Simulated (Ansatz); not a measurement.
`O[SiH2]O[SiH](F)F` and `CC(C)O[SiH](F)F` differ in one atom or group.

Ansatz, PBE0-D4/def2-TZVP geometries, multiplicity 1. Each molecule was computed in one conformer, which needn't be the lowest.

| property | `O[SiH2]O[SiH](F)F` |
| --- | --- |
| HOMO–LUMO gap (PBE0/def2-TZVPP) / eV | 9.52 |
| HOMO energy (PBE/def2-TZVPP) / eV | -7.75 |
| LUMO energy (B3LYP/def2-TZVPP) / eV | -0.02 |
| HOMO energy (B3LYP/def2-TZVPP) / eV | -9.03 |
| HOMO–LUMO gap (PBE/def2-TZVPP) / eV | 7.18 |
| HOMO energy (PBE0/def2-TZVPP) / eV | -9.23 |

**Question.** What does the change do to each property? (Estimate.)

**Answer.** Computed: 
```json
{"property": "HOMO–LUMO gap (PBE0/def2-TZVPP) / eV", "`CC(C)O[SiH](F)F`": "9.65", "shift": "0.13"}
{"property": "HOMO energy (PBE/def2-TZVPP) / eV", "`CC(C)O[SiH](F)F`": "-7.25", "shift": "0.50"}
{"property": "LUMO energy (B3LYP/def2-TZVPP) / eV", "`CC(C)O[SiH](F)F`": "0.55", "shift": "0.57"}
{"property": "HOMO energy (B3LYP/def2-TZVPP) / eV", "`CC(C)O[SiH](F)F`": "-8.57", "shift": "0.46"}
{"property": "HOMO–LUMO gap (PBE/def2-TZVPP) / eV", "`CC(C)O[SiH](F)F`": "7.26", "shift": "0.08"}
{"property": "HOMO energy (PBE0/def2-TZVPP) / eV", "`CC(C)O[SiH](F)F`": "-8.80", "shift": "0.43"}
```

With PBE0 the HOMO rises by 0.43 eV and the LUMO rises by 0.55 eV, so the gap widens by about 0.12 eV. PBE moves the HOMO by 0.50 eV and ωB97M-V by 0.34 eV.

B3LYP here is the variant with VWN-RPA as its local correlation; programs differ in this.
